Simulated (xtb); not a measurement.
xtb input (GFN1-xTB):

```bash
xtb mol.xyz --gfn 1 --sp --chrg 0 --uhf 0
```
mol.xyz:
```
2

C     -0.00000000    -0.00000000    -0.62355894
C      0.00000000     0.00000000     0.62355894
```

End of the output:

```
         :::::::::::::::::::::::::::::::::::::::::::::::::::::
         ::                     SUMMARY                     ::
         :::::::::::::::::::::::::::::::::::::::::::::::::::::
         :: total energy              -3.969723756574 Eh    ::
         :: gradient norm              0.218431208107 Eh/a0 ::
         :: HOMO-LUMO gap              2.087762009074 eV    ::
         ::.................................................::
         :: SCC energy                -4.050015081349 Eh    ::
         :: -> electrostatic           0.000241127020 Eh    ::
         :: repulsion energy           0.080536893122 Eh    ::
         :: dispersion energy         -0.000245568348 Eh    ::
         :: halogen bond corr.         0.000000000000 Eh    ::
         :: add. restraining           0.000000000000 Eh    ::
         :: total charge              -0.000000000000 e     ::
         :::::::::::::::::::::::::::::::::::::::::::::::::::::

           -------------------------------------------------
          |                Property Printout                |
           -------------------------------------------------

    * Orbital Energies and Occupations

         #    Occupation            Energy/Eh            Energy/eV
      -------------------------------------------------------------
         1        2.0000           -0.6307459             -17.1635
         2        2.0000           -0.4928322             -13.4106
         3        2.0000           -0.4697337             -12.7821
         4        2.0000           -0.4697337             -12.7821 (HOMO)
         5                         -0.3930098             -10.6943 (LUMO)
         6                         -0.2269000              -6.1743
         7                         -0.2269000              -6.1743
         8                          0.8059938              21.9322
      -------------------------------------------------------------
                  HL-Gap            0.0767238 Eh            2.0878 eV
             Fermi-level           -0.4313717 Eh          -11.7382 eV

  Mulliken/CM5 charges         n(s)   n(p)   n(d)
     1C    -0.00000 -0.00000   1.352  2.648  0.000
     2C     0.00000  0.00000   1.352  2.648  0.000

Wiberg/Mayer (AO) data.
largest (>0.10) Wiberg bond orders for each atom

 ---------------------------------------------------------------------------
     #   Z sym  total        # sym  WBO       # sym  WBO       # sym  WBO
 ---------------------------------------------------------------------------
     1   6 C    3.749 --     2 C    3.749
     2   6 C    3.749 --     1 C    3.749
 ---------------------------------------------------------------------------

Topologies differ in total number of bonds
Writing topology from bond orders to xtbtopo.mol

 dipole moment from electron density (au)
     X       Y       Z
  -0.0000   0.0000   0.0000  total (Debye):    0.000

           -------------------------------------------------
          | TOTAL ENERGY               -3.969723756574 Eh   |
          | GRADIENT NORM               0.218431208107 Eh/α |
          | HOMO-LUMO GAP               2.087762009074 eV   |
           -------------------------------------------------

------------------------------------------------------------------------
Note: The following floating-point exceptions are signalling: IEEE_DENORMAL
normal termination of xtb
------------------------------------------------------------------------
 total:
 SCF:
```

This is an excited singlet: at this geometry the triplet lies 0.96 eV lower at wB97M-V/def2-TZVPD.
